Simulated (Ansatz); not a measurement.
The cluster Na8H7⁺. Total charge 1; singlet. Geometry PBE0-D4/def2-SVP, basis def2-TZVP, Ansatz.

```xyz
15

Na   -1.066    0.392   -0.054
Na    1.270   -1.158   -4.505
Na    4.040   -1.868   -2.015
Na   -0.378    1.332    6.952
Na   -0.896    0.822    3.039
Na   -2.286    0.309   -3.442
Na   -3.914    1.430    0.195
Na    2.359   -0.706    1.157
H     3.743   -1.451   -0.050
H     0.446    0.067    1.408
H     3.032   -1.732   -3.751
H    -0.541    1.046    5.064
H    -0.576   -0.403   -4.128
H    -2.457    1.143    1.596
H    -2.777    0.778   -1.465
```

```json
{"run": "A", "HOMO (eV)": "-8.92", "LUMO (eV)": "-3.25"}
{"run": "B", "HOMO (eV)": "-7.13", "LUMO (eV)": "-4.02"}
{"run": "C", "HOMO (eV)": "-9.68", "LUMO (eV)": "-2.94"}
{"run": "D", "HOMO (eV)": "-7.53", "LUMO (eV)": "-3.70"}
{"run": "E", "HOMO (eV)": "-6.48", "LUMO (eV)": "-4.32"}
{"run": "F", "HOMO (eV)": "-6.61", "LUMO (eV)": "-3.39"}
```

HSE06 is defined as in plane-wave codes, on full-range PBE exchange. Another isomer (singlet) lies 1.05 eV lower at PBE0-D4/def2-TZVP; other spin states weren't run for this one.

Q: The runs used CAM-B3LYP, HSE06, PBE, PBE0, r2SCAN, ωB97M-V. Estimate which is which.

A: A CAM-B3LYP (range-separated); B HSE06 (range-separated); C ωB97M-V (range-separated); D PBE0 (25 % exact exchange); E PBE (0 % exact exchange); F r2SCAN (0 % exact exchange). Exact exchange lowers occupied and raises empty levels; among semilocal functionals meta-GGAs tend to open the gap a little, and such runs are hard to tell apart. The gap grows from 2.16 eV (PBE) to 6.74 eV (ωB97M-V).
